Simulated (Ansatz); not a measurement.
C3H7B can be A, `CB1CC1`, or B, `BC(=C)C`.

Isolated molecules relaxed with PBE0-D4/def2-TZVP in Ansatz; ΔE leaves out vibrations. CCSD(T)/CBS adds triple-zeta CCSD(T) − MP2 to the extrapolated MP2 energy (def2 sets, frozen cores). DFT in def2-TZVPP. B3LYP here is the variant with VWN-RPA as its local correlation; programs differ in this.

Which is lower in electronic energy at CCSD(T)/CBS, and by how much? (Estimate.)

The calculation gave: B, by 6.4 kJ/mol.

Give E(B) − E(A) in kJ/mol with B2PLYP, ωB97M-V, LDA (SPW92), B3LYP, MP2/def2-TZVPP, CCSD(T)/def2-SVP, BLYP-D4. (Best estimate.)

Ansatz gave: B2PLYP -6.0, ωB97M-V 8.0, LDA (SPW92) 34.8, B3LYP -4.6, MP2/def2-TZVPP -0.3, CCSD(T)/def2-SVP -12.6, BLYP-D4 -14.1. The order is the other way round with ωB97M-V, LDA (SPW92).

Does the order hold for the free energy at 298.15 K (harmonic terms from PBE0-D4)? (Best estimate.)

Computed: Yes: G(B) − G(A) = -8.7 kJ/mol.

Largest T1 diagnostic: 0.010.

In def2-TZVPP, CCSD(T) changes the Hartree–Fock value by +16.3 kJ/mol (the triples alone add −2.0 kJ/mol) and MP2 by +25.0 kJ/mol. Leaving LDA and LC-ωPBE aside and taking each functional with its dispersion term where it has one, the values spread over 32.0 kJ/mol, from BLYP-D4 to PBE0-D4. LDA lies +18.5 kJ/mol from PBE without D4.
